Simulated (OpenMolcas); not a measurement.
## Lines of Co2+: computed and rescaled rates

| Quantity | Value |
| --- | --- |
| Program | OpenMolcas 26.06 |
| Method | MS-CASPT2, IPEA 0.25 Eh, imaginary shift 0.1 Eh (closed shells correlated: 3s 3p) |
| Basis | ANO-R3 [8s5p5d3f2g1h] |
| Scalar Hamiltonian | X2C, finite nucleus |
| Active space | 7 electrons in 5 orbitals (3d) |
| State averaging | 2S+1 = 4 even, 10 roots; 2S+1 = 2 even, 40 roots |
| Spin-orbit coupling | RASSI with atomic mean-field integrals over the reference wave functions, term energies averaged over their components |

Rates come from the transition moments of the reference wave functions (E1 and E2 in the length form). At fixed line strength A goes as λ^-3 for E1 and M1 and as λ^-5 for E2, so a rate at the computed wavelength can be rescaled to the measured one. Measured vacuum wavelengths follow from level energies in Sugar and Corliss, J. Phys. Chem. Ref. Data 10, 1097 (1981). Branching counts decays inside the model space alone, at computed energies, and the table is only a selection of the E2 and M1 lines, drawn from those between levels with measured partners whose computed energy lies within a factor of 1.5 of the measured one.

| Upper | Lower | Type | λ computed (nm) | λ measured (nm) | A computed (s-1) | A rescaled (s-1) | Branching % |
| --- | --- | --- | --- | --- | --- | --- | --- |
| 3d7 2D 5/2(1) | 3d7 4F 7/2 | M1 | 456.6 | 450.1 | 7.52e-01 |  | 78.5 |
| 3d7 2D 3/2(1) | 3d7 4F 5/2 | M1 | 445.3 | 438.9 | 7.37e-01 |  | 54.4 |
| 3d7 2D 3/2(1) | 3d7 4F 3/2 | M1 | 453.7 | 447 | 3.88e-01 |  | 28.6 |
| 3d7 2G 9/2 | 3d7 4F 9/2 | M1 | 609.9 | 589 | 3.87e-01 |  | 76.2 |
| 3d7 2F 7/2 | 3d7 2G 7/2 | M1 | 497.8 | 511.5 | 1.49e-01 |  | 23.5 |
| 3d7 2G 7/2 | 3d7 4F 7/2 | M1 | 611.8 | 590.8 | 1.48e-01 |  | 53.1 |
| 3d7 2H 9/2 | 3d7 2G 9/2 | M1 | 1433 | 1549 | 1.44e-01 |  | 72.4 |
| 3d7 2F 7/2 | 3d7 4F 9/2 | M1 | 268.3 | 268 | 1.24e-01 |  | 19.5 |
| 3d7 2F 5/2 | 3d7 4F 3/2 | M1 | 285.3 | 284.5 | 1.24e-01 |  | 27.0 |
| 3d7 2P 3/2 | 3d7 4P 5/2 | M1 | 2474 | 2003 | 1.21e-01 |  | 37.7 |
| 3d7 2G 9/2 | 3d7 4F 7/2 | M1 | 642.7 | 619.7 | 1.21e-01 |  | 23.8 |
| 3d7 2G 7/2 | 3d7 4F 5/2 | M1 | 635.6 | 612.9 | 1.10e-01 |  | 39.4 |
| 3d7 2P 3/2 | 3d7 4P 3/2 | M1 | 2597 | 2098 | 6.23e-02 |  | 19.4 |
| 3d7 2P 3/2 | 3d7 4F 5/2 | M1 | 544.8 | 533.5 | 6.06e-02 |  | 18.8 |
| 3d7 4P 5/2 | 3d7 4F 9/2 | E2 | 634.5 | 657.8 | 5.78e-02 | 4.83e-02 | 74.4 |
| 3d7 2H 11/2 | 3d7 2G 9/2 | M1 | 1593 | 1741 | 4.79e-02 |  | 98.4 |
| 3d7 2H 9/2 | 3d7 2G 7/2 | M1 | 1615 | 1764 | 4.49e-02 |  | 22.5 |
| 3d7 4P 1/2 | 3d7 4F 3/2 | E2 | 688 | 717.1 | 3.19e-02 | 2.59e-02 | 53.3 |
| 3d7 4P 3/2 | 3d7 4F 7/2 | E2 | 661.6 | 685.5 | 3.15e-02 | 2.64e-02 | 56.0 |
| 3d7 4P 1/2 | 3d7 4F 5/2 | E2 | 668.8 | 696.4 | 2.40e-02 | 1.96e-02 | 40.1 |
| 3d7 4F 7/2 | 3d7 4F 9/2 | M1 | 11970 | 11890 | 1.97e-02 | 2.01e-02 | 100.0 |
| 3d7 4P 3/2 | 3d7 4F 5/2 | E2 | 689.5 | 715.5 | 1.86e-02 | 1.55e-02 | 33.1 |
| 3d7 4P 5/2 | 3d7 4F 7/2 | E2 | 670.1 | 696.3 | 1.41e-02 | 1.16e-02 | 18.1 |
| 3d7 4F 5/2 | 3d7 4F 7/2 | M1 | 16360 | 16390 | 1.32e-02 | 1.31e-02 | 100.0 |
| 3d7 4F 3/2 | 3d7 4F 5/2 | M1 | 23920 | 24070 | 4.74e-03 | 4.65e-03 | 100.0 |

Spin-changing lines and M1 lines between different terms are not rescaled, since their strength hangs on the term gaps too.

The largest correction is for 3d7 4P 1/2 → 3d7 4F 3/2 (E2): 3.19e-02 × (688 / 717.1)^5 = 2.59e-02 s-1, a factor of 0.81.

The computed rate and branching of 3d7 4F 7/2 → 3d7 4F 9/2 give the upper level a radiative lifetime of 1.000 / 1.97e-02 s-1 = 5.08e+01 s, counting decays inside the model space alone. The rescaled rate gives about 5.0e+01 s.

The computed order of these levels differs from the measured one in 1 place, and where term gaps are wrong the rates of spin-changing lines can be off by large factors.

These are rates of the free ion; in crystals, glasses and complexes forced electric-dipole and non-radiative decay shorten such lifetimes by orders of magnitude. No measured rate stands beside these. Rescaling mends the energy factor alone: line strengths can still be far off where a level mixes with configurations outside the active space, and weak or spin-changing lines hang on small mixing coefficients that depend on the term gaps too, so rescaling need not improve them.

Term energies are means over components that CASPT2 splits; among the terms shown or strongly mixed into the levels shown the widest spread is 1100 cm-1 (3d7 4F). The CASPT2 spread within a term exceeds the gap to the next term for 3d7 2H and 3d7 2D(1), so the order of their levels is uncertain. Computed and measured levels are paired by configuration, term and J; levels that our copy of the source lacks, or whose pairing is in doubt (as where it misses far off the trend of its configuration), stay unpaired. Only configurations of the active space appear.

A number in round brackets counts repeated terms of one configuration in the order of the reference energies.
